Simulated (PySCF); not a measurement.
Species: Hg(OMe)2, C₂H₆HgO₂ (singlet state).
Structure used (PBE0-D3(BJ)/def2-SVP), in Å, numbered top down from 1:
```
atom  x, y, z in Å
Hg1    0.846    0.012   -0.015
O2     1.051   -1.232    1.496
C3    -0.025   -1.494    2.345
H4    -0.886   -1.977    1.840
H5    -0.411   -0.597    2.870
H6     0.325   -2.196    3.123
O7     0.922    1.270   -1.525
C8    -0.197    1.473   -2.335
H9    -1.069    1.894   -1.796
H10   -0.541    0.558   -2.859
H11    0.083    2.205   -3.113
```

Computed with PySCF 2.14.0, PBE0-D3(BJ)/def2-SVP geometry optimisation, gas phase, def2 core potentials past Kr.

(1) Which atoms are bound to Hg1, and at what distances?

(2) What is the shape at Hg1?

(3) What are the other bond lengths?

(4) Give some angles away from the centre.

(5) What are the rotational constants (commonest isotopes, rigid rotor)?

Results:

(1) 2 atoms: O7 1.967 Å, O2 1.968 Å. The nearest atom not counted as bound is C3, at 2.93 Å (others tie with it).

(2) Almost linear: angle 171.8°.

(3) O2–C3, O7–C8 1.395 Å; C3–H4 and 5 like bonds 1.107 Å.

(4) Hg1–O2–C3 120.4°.

(5) A = 14172, B = 1372, C = 1279 MHz: a near-prolate asymmetric top.

Point group: C2 (tolerance 0.08 Å). Charge 0, singlet. Whether it is a minimum is left open (no frequencies).
